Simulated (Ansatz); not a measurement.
`[SiH3]C[SeH]` → `C[SeH]` + `[SiH2]` at 600 K and 1 bar (silylene formation by 1,1-elimination).

Program: Ansatz. Geometries: PBE0-D4/def2-TZVP. ΔE: electronic, gas phase. CCSD(T)/CBS adds triple-zeta CCSD(T) − MP2 to the extrapolated MP2 energy (def2 sets, frozen cores). This one scheme is used for every species. For Se outer-core shells are correlated without core-valence functions, which leaves a few kJ/mol of doubt a bond. Scalar relativity is left out up to krypton. Each species was taken in one conformer, which may not be the lowest.

```tsv
species	CCSD(T)/CBS energy (Eh)	H − E (kJ/mol)	S (J/(mol·K))
`[SiH3]C[SeH]`	-2731.43590	208.8	398.2
`C[SeH]`	-2441.15625	149.5	312.9
`[SiH2]`	-290.19011	52.1	233.9
```

H − E and S are ideal-gas, rigid-rotor, harmonic terms from PBE0-D4/def2-TZVP, for one conformer and one mirror image of each species. 1 Eh = 2625.50 kJ/mol, R = 8.31446 J/(mol·K).

By hand: ΔE, ΔH, ΔS and ΔG.

ΔE = (-2441.15625) + (-290.19011) − (-2731.43590) = 0.08954 Eh = 235.1 kJ/mol. Δ(H − E) = 149.5 + 52.1 − 208.8 = -7.2, so ΔH = 227.9 kJ/mol. ΔS = 312.9 + 233.9 − 398.2 = 148.6 J/(mol·K). ΔG = 227.9 − 600 × (148.6)/1000 = 138.7 kJ/mol.

By hand: the equilibrium constant, and the temperature at which ΔG would vanish if ΔH and ΔS stayed fixed.

log₁₀ K = −ΔG/(RT ln 10) = -12.1. ΔG = 0 at ΔH/ΔS = 1534 K.

The number of gas molecules changes by +1, which sets the sign of ΔS. A doubt of 5 kJ/mol in ΔE shifts log₁₀ K by 0.4 here. Other conformers and mirror images would add mixing entropy, several J/(mol·K) or more a flexible species. These are equilibria of isolated gas molecules and say nothing of rates. Largest T1 diagnostic: 0.014 (customary marks: 0.02 for closed shells, 0.045 for open ones).
